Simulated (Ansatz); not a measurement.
C₂H₆ClFSi, SMILES `FC(Cl)C[SiH3]`. Charge 0, multiplicity 1.

```xyz
11

F    -0.554   -1.439   -1.252
C    -0.465   -0.077   -1.267
Cl   -1.828    0.552   -2.235
C    -0.477    0.463    0.133
Si    0.898   -0.247    1.221
H     0.436    0.191   -1.821
H    -0.363    1.549    0.090
H    -1.448    0.257    0.591
H     0.649   -1.672    1.544
H     2.202   -0.122    0.515
H     0.949    0.543    2.478
```

(1) Give the diagnostics of a CCSD(T)/def2-TZVPP run (frozen core, the Gaussian-basis code of Ansatz). (Best estimate.)

Results:

(1) Computed: T1 = 0.0109, largest single amplitude 0.010, largest double 0.019, (T) share of the correlation energy 3.6 %, 9 CCSD cycles. The RHF solution is stable towards an unrestricted one. T1 lies under the customary mark of 0.02 for closed shells.
